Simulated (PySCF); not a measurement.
# [Tm(H2CO)]3+ at several levels of theory

Computed with PySCF 2.14.0 (density fitting, no spin-orbit coupling) at the geometry relaxed with PBE0:

```xyz
5
[Tm(H2CO)]3+ (singlet in the valence; each metal's 4f electrons, 12 of them, lie in its core potential, out of spins and levels)
Tm    0.0000    0.0000   -0.1643
O     0.0000    0.0000    1.8626
C     0.0000    0.0000    3.1337
H     0.9733    0.0000    3.6756
H    -0.9733    0.0000    3.6756
```

| level | basis | state | HOMO (eV) | gap (eV) | charge on Tm1 (e) | population of f-type functions on Tm1 (polarisation alone where 4f lies in the core) | dipole about the centre of mass (D) | largest force component (eV/Å) |
| --- | --- | --- | --- | --- | --- | --- | --- | --- |
| PBE0 | Tm lcecp-1-SVP with ECP58, O def2-SVP, C def2-SVP, H def2-SVP | singlet | -25.56 | 5.91 | 2.43 | 0.03 | 5.33 | 0.00 |
| TPSS | the same | singlet | -24.33 | 3.78 | 2.38 | 0.02 | 5.62 | 0.79 |
| PBE0 | Tm lcecp-1-TZVP with ECP58, O def2-TZVP, C def2-TZVP, H def2-TZVP | singlet | -25.52 | 5.94 | 2.52 | 0.03 | 5.39 | 0.42 |

In the lcecp rows the 4f levels are missing from HOMO and gap, and the state counts the valence alone.

Charges are Mulliken's, which hang on the basis. The relaxation used the grid (50, 194), these runs (75, 302) or, all-electron (x2c bases, spin-free X2C Hamiltonian), (99, 590).

(1) What does CAM-B3LYP with Tm lcecp-1-SVP with ECP58, O def2-SVP, C def2-SVP, H def2-SVP give here?

An lcecp potential fixes the number of 4f electrons, so in runs with it no electron can move into or out of that shell.

Results:

(1) state singlet, HOMO (eV) -26.94, gap (eV) 8.11, charge on Tm1 (e) 2.42, population of f-type functions on Tm1 (polarisation alone where 4f lies in the core) 0.03, dipole about the centre of mass (D) 5.19, largest force component (eV/Å) 0.15. Time: 4.4 s on 2 threads of Arm Neoverse N1, on a shared host, from an already converged density.
